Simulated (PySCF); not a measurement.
Si(CF3)(Cl)2(H) (CHCl2F3Si), SMILES FC(F)(F)[SiH](Cl)Cl.

Coordinates come from a ωB97X-D3(BJ)/def2-SVP optimisation.

All values below come from ωB97X-D3(BJ)/def2-SVP (PySCF 2.14.0).

Frequencies are harmonic and unscaled.

Computed normal modes with their intensities:
```tsv
mode	ν (cm⁻¹)	IR (km/mol)	moving atoms (share of kinetic energy)
1	41	0.0	F 72 %, Cl 27 %
2	99	2.7	Cl 53 %, F 40 %
3	129	3.5	F 46 %, Cl 39 %, Si 9 %
4	175	4.2	Cl 59 %, F 28 %, Si 9 %
5	264	0.1	F 69 %, Cl 18 %, C 8 %
6	283	2.0	F 45 %, Cl 34 %, Si 14 %
7	425	37.9	Si 57 %, F 35 %
8	533	2.7	F 90 %, C 8 %
9	534	9.7	F 85 %, C 8 %
10	568	61.0	Si 46 %, Cl 42 %
11	638	112.2	Si 56 %, Cl 35 %, H 8 %
12	758	19.7	F 71 %, H 17 %, C 11 %
13	805	148.7	H 69 %, F 16 %, Si 14 %
14	827	159.6	H 88 %, Si 11 %
15	1195	218.0	C 72 %, F 27 %
16	1209	203.2	C 72 %, F 27 %
17	1278	156.9	C 76 %, F 21 %
18	2348	69.4	H 97 %
```
